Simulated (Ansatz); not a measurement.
(ClBS)3 ring (B₃S₃Cl₃). Charge 0, multiplicity 3. Geometry PBE-D4/def2-SVP, that of the neutral singlet; atoms count from 1.

Cartesian coordinates in Å:
```
B 0.325 0.510 -1.599
Cl 0.661 1.037 -3.250
S 1.716 0.695 -0.448
B 1.215 0.113 1.197
Cl 2.470 0.231 2.433
S -0.362 -0.568 1.782
B -1.540 -0.624 0.402
Cl -3.131 -1.267 0.817
S -1.354 -0.127 -1.334
```

At PBE0-D4/def2-TZVP a singlet of charge 0 lies 4.58 eV below the triplet at the same geometry.

(1) Estimate the Mulliken populations from the PBE0/def2-TZVP orbitals of Ansatz.

(2) Where does the spin sit?

(3) And the Mayer bond orders between heavy atoms (over 0.3)?

## Answers

(1) 
```
atom  charge (e)  spin (α − β)
  B1       -0.02          0.41
 Cl2       -0.10          0.07
  S3        0.26          0.74
  B4       -0.02          0.41
 Cl5       -0.10          0.07
  S6       -0.03          0.12
  B7        0.11          0.02
 Cl8       -0.07          0.04
  S9       -0.03          0.12
```
Mulliken values depend strongly on the basis.

(2) Summed by element: B 0.84, Cl 0.18, S 0.98, of 2 unpaired in all. Largest on single atoms: S3 0.74, B4 0.41, B1 0.41.

(3) B1–Cl2 1.22 (1.77 Å); B1–S3 1.11 (1.82 Å); B1–S9 1.17 (1.82 Å); S3–B4 1.11 (1.82 Å); B4–Cl5 1.22 (1.77 Å); B4–S6 1.17 (1.82 Å); S6–B7 1.24 (1.82 Å); B7–Cl8 1.30 (1.77 Å); B7–S9 1.24 (1.82 Å).
